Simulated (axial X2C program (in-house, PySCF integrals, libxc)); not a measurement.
Low determinants of IrB at the PBE0 level, spin-free

Computed with an in-house relativistic program for diatomic molecules. Spin-free means the one-electron spin-free X2C Hamiltonian. Basis: Ir dyall-cv3z [13s14p9d6f4g], B dyall-v3z [7s6p2d1f] (cores contracted in-house); Gaussian nuclei, density fitting, unrestricted open shells. Masses: Ir 192.963 u, B 11.009 u.

Search at 1.761 Å (vertical energies from the lowest determinant):

| ΔE (eV) | state | electrons beyond evenly filled partner blocks | electrons in σ, π, δ, φ |
| --- | --- | --- | --- |
| 0.00 | M_S = 1, Λ = 2 | σα, δ+α, δ+β, δ-α | 31 32 15 4 |
| 0.17 | M_S = 0, Λ = 2 | σβ, δ+α, δ+β, δ-α | 31 32 15 4 |
| 0.38 | M_S = 0, Λ = 0 | closed shell | 30 32 16 4 |
| 0.90 | M_S = 1, Λ = 0 | 2 × σα | 30 32 16 4 |
| 1.38 | M_S = 1, Λ = 0 | δ+α, δ-α | 32 32 14 4 |
| 2.32 | M_S = 0, Λ = 4 | δ+α, δ+β | 32 32 14 4 |
| 2.32 | M_S = 0, Λ = 0 | δ+β, δ-α | 32 32 14 4 |

Lowest determinant, M_S = 1, Λ = 2 (beyond evenly filled blocks: σα, δ+α, δ+β, δ-α): Re = 1.755 Å, ωe = 948.3 cm⁻¹.

The determinant in row 2 of the search, M_S = 0, Λ = 2 (beyond evenly filled blocks: σβ, δ+α, δ+β, δ-α), was followed along the bond at PBE0; measured from the minimum of the lowest determinant it gives:

Te = 0.171 eV (1382 cm⁻¹), Re = 1.751 Å, ωe = 969.3 cm⁻¹.

**Question.** Compare the bond of the determinant in row 2 with that of the lowest one.

**Answer.** At PBE0 its Re is 0.004 Å shorter and its force constant, which goes as ωe², is 1.04 times that of the lowest determinant. This determinant mixes spin states, so it has no term energy of its own.

The search compares states at one distance, so a state with another bond length can lie lower; it is not exhaustive and yields mostly the lowest determinant of each block pattern, so other components and higher states of one pattern are missing. These are energies of single determinants, not of spin-adapted states; PBE0 term energies can be off by some tenths of an eV, and the functional has no current term. The lowest determinant need not be the ground state where others lie within half an eV. Spin–orbit coupling is large for these atoms, so the spin-free order is a model. Row 2 is spin-contaminated (⟨S²⟩ = 1.03 against 0.00), so its values are not those of a pure state.
